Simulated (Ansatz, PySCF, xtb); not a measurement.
Reaction 2 R1 + R2 → 2 P1 + P2, each structure at its B3LYP-D3(BJ)/def2-TZVP stationary point, reached from a drawn start (curvature not checked).
P1: CH4 (SMILES C), charge 0, multiplicity 1.
R1, H2 (SMILES [H][H]) (charge 0, multiplicity 1):
```xyz
2

H      0.000     0.000     0.372
H      0.000     0.000    -0.372
```
P2: SiH4 (SMILES [SiH4]), charge 0, multiplicity 1.
R2: C2H8Si (SMILES C[SiH2]C), charge 0, multiplicity 1.

P less R. No zero-point or thermal terms.

The values were computed with Ansatz (Gaussian basis) for Hartree–Fock, density functionals and correlated methods; PySCF for the D3/D4 terms; xtb for the GFN methods. Each number belongs to the level named beside it.

One of these levels gives -26.17 kcal/mol for the reaction energy. Name it.
A. r2SCAN-D4/def2-TZVPP
B. HF/cc-pV(D+d)Z
C. GFN1-xTB
D. B3LYP-D4/def2-TZVPP

B, HF/cc-pV(D+d)Z. The others give -55.04 (GFN1-xTB), -12.28 (r2SCAN-D4/def2-TZVPP), -14.59 (B3LYP-D4/def2-TZVPP)

Ansatz is a program for electronic structure.
